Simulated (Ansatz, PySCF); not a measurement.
This PySCF input computes a B3LYP/def2-TZVPD energy:

```python
from pyscf import gto, scf, dft

mol = gto.M(
    atom='''
    Si   -0.00000000   -0.00000000   -1.19806185
    C     0.00000000    0.00000000    0.65686514
    N     0.00000000    0.00000000    1.83309643
    ''',
    basis='def2-tzvpd',
    charge=-1,
    spin=0,
    verbose=4,
)

mf = dft.RKS(mol, xc='b3lyp').density_fit(auxbasis='def2-universal-jkfit')
mf.grids.level = 3
mf.conv_tol = 1e-9
mf.max_cycle = 100
mf.max_memory = 1500
mf.kernel()
if not mf.converged:
    mf = mf.newton()
    mf.kernel(mf.make_rdm1())
mf.analyze()
```

Q: Write an input for the same energy in Ansatz (a first-principles code) and say what it gives.

A: 
Ansatz 0.2 input:
```yaml
crystal:
  periodic: [false, false, false]
  atoms:
    - {symbol: Si, position_ang: [-0.00000000, -0.00000000, -1.19806185]}
    - {symbol: C, position_ang: [0.00000000, 0.00000000, 0.65686514]}
    - {symbol: N, position_ang: [0.00000000, 0.00000000, 1.83309643]}
basis:
  gaussian:
    orbitals: def2-TZVPD
hamiltonian:
  xc: {name: B3LYP}
total_charge: -1
output: {forces: true}
```
It gives -382.35904 Eh, and PySCF -382.35906 Eh, a difference of 0.02 mEh, from the treatment of integrals and grids.
